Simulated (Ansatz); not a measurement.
Relaxation of BClH₃O₂ (7 atoms, charge 0, multiplicity 2), to a largest force component of 0.03 eV/Å in at most 50 steps.

The calculation used UKS PBE/def2-SVP in Ansatz.

```xyz
7
Properties=species:S:1:pos:R:3:forces:R:3
B 0.061 -0.273 0.007 -0.12 0.20 0.73
Cl -0.251 0.067 1.783 0.12 -0.16 -0.89
O 1.352 -0.288 -0.406 -0.02 -0.02 -0.02
H 1.412 -0.464 -1.364 0.00 0.00 0.02
O -0.981 -0.485 -0.846 -0.03 -0.02 0.04
H -1.842 -0.438 -0.392 0.05 0.00 -0.03
H 0.040 0.083 4.341 0.02 0.00 0.15
```

**Question.** Where does it end, and by what steps?

**Answer.** The forces met the threshold. After 7 steps the energy has fallen by 0.060 eV; H7 moved furthest, 0.73 Å.

```json
{"step": "0", "energy less start (eV)": "0.0000", "largest force component (eV/Å)": "0.891", "accepted": "yes"}
{"step": "1", "energy less start (eV)": "-0.0192", "largest force component (eV/Å)": "0.557", "accepted": "yes"}
{"step": "2", "energy less start (eV)": "-0.0413", "largest force component (eV/Å)": "0.302", "accepted": "yes"}
{"step": "3", "energy less start (eV)": "-0.0514", "largest force component (eV/Å)": "0.114", "accepted": "yes"}
{"step": "4", "energy less start (eV)": "-0.0573", "largest force component (eV/Å)": "0.049", "accepted": "yes"}
{"step": "5", "energy less start (eV)": "-0.0593", "largest force component (eV/Å)": "0.056", "accepted": "yes"}
{"step": "6", "energy less start (eV)": "-0.0603", "largest force component (eV/Å)": "0.040", "accepted": "yes"}
{"step": "7", "energy less start (eV)": "-0.0604", "largest force component (eV/Å)": "0.015", "accepted": "yes"}
```

```xyz
7
Properties=species:S:1:pos:R:3
B 0.045 -0.263 -0.096
Cl -0.287 0.099 1.622
O 1.343 -0.288 -0.499
H 1.405 -0.496 -1.450
O -0.973 -0.509 -0.974
H -1.847 -0.458 -0.549
H 0.104 0.117 5.070
```

The run took 16 s on 2 threads of Arm Neoverse V1, on a shared host, peak memory 0.15 GiB.
